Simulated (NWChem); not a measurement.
System meant: C$_{2}$H$_{5}$FOSi; SMILES C=CO[SiH2]F

The following NWChem deck was run.

```
start job
memory heap 200 mb stack 900 mb global 1100 mb
geometry units angstroms noautosym nocenter noautoz
  C      0.376458    -2.742485     0.033602
  C     -0.213444    -1.580181    -0.234186
  O     -0.027409    -0.471388     0.525773
  Si    -0.525960     1.074813     0.198624
  F      0.532125     1.802573    -0.786118
  H      1.055421    -2.847687     0.882378
  H      0.181842    -3.606503    -0.602240
  H     -0.897669    -1.463207    -1.086330
  H     -1.831234     1.040662    -0.511704
  H     -0.535565     1.795398     1.488644
end
basis spherical
  C library 6-31g*
  O library 6-31g*
  Si library 6-31g*
  F library 6-31g*
  H library 6-31g*
end
dft
  xc m06-l
  iterations 150
end
property
  shielding
end
task dft property
```

End of the output:

```
 Vector   27  Occ=0.000000D+00  E= 3.777393D-02
              MO Center= -2.5D-01,  6.0D-01, -2.8D-02, r^2= 4.3D+00
   Bfn.  Coefficient  Atom+Function         Bfn.  Coefficient  Atom+Function
  ----- ------------  ---------------      ----- ------------  ---------------
    53      0.707227   4 Si px               34     -0.500667   3 O  s
    54     -0.437836   4 Si py               55     -0.356161   4 Si pz
    49      0.309217   4 Si px               66     -0.296755   5 F  s
    84      0.288125  10 H  s                20     -0.247526   2 C  s
    50     -0.210978   4 Si py               82      0.211796   9 H  s

 center of mass
 --------------
 x =  -0.10537286 y =  -0.00445536 z =  -0.06579123

 moments of inertia (a.u.)
 ------------------
         957.990781712859          39.265957941389          30.624041848814
          39.265957941389         154.955470408420          64.887084306555
          30.624041848814          64.887084306555         951.084367141088

     Multipole analysis of the density
     ---------------------------------

     L   x y z        total         alpha         beta         nuclear
     -   - - -        -----         -----         ----         -------
     0   0 0 0     -0.000000    -24.000000    -24.000000     48.000000

     1   1 0 0     -0.521479      3.370093      3.370093     -7.261665
     1   0 1 0     -0.093170      3.277347      3.277347     -6.647863
     1   0 0 1      0.016744      1.067467      1.067467     -2.118190

     2   2 0 0    -26.879756    -36.908929    -36.908929     46.938103
     2   1 1 0     -1.383426     14.599955     14.599955    -30.583337
     2   1 0 1      1.095861      5.958328      5.958328    -10.820796
     2   0 2 0    -26.231942   -253.925277   -253.925277    481.618612
     2   0 1 1      2.040199     12.966920     12.966920    -23.893642
     2   0 0 2    -27.164389    -37.616858    -37.616858     48.069326

          -----------------------------------------
          Chemical Shielding Tensors (GIAO, in ppm)
          -----------------------------------------

 ------------------------------------------------------------------------
  xm06: d2 not coded                    0
 ------------------------------------------------------------------------
 ------------------------------------------------------------------------
  current input line :
    29: task dft property
 ------------------------------------------------------------------------
 ------------------------------------------------------------------------
 This error has not yet been assigned to a category
 ------------------------------------------------------------------------
 For more information see the NWChem manual at https://nwchemgit.github.io

0: xm06: d2 not coded:Received an Error in Communication
```

Question: Can this run be used? If not, why, and what is the fix?

Answer: The run crashed. Cause: this functional's second derivatives, which shieldings need, aren't coded here; the fix takes a hybrid GGA instead. This input runs:
```
start job
memory heap 200 mb stack 900 mb global 1100 mb
geometry units angstroms noautosym nocenter noautoz
  C      0.376458    -2.742485     0.033602
  C     -0.213444    -1.580181    -0.234186
  O     -0.027409    -0.471388     0.525773
  Si    -0.525960     1.074813     0.198624
  F      0.532125     1.802573    -0.786118
  H      1.055421    -2.847687     0.882378
  H      0.181842    -3.606503    -0.602240
  H     -0.897669    -1.463207    -1.086330
  H     -1.831234     1.040662    -0.511704
  H     -0.535565     1.795398     1.488644
end
basis spherical
  * library 6-31g*
end
dft
  xc pbe0
  iterations 150
end
property
  shielding
end
task dft property
```
It converges to -543.41978 Ha (PBE0/6-31G* (spherical d), GIAO).
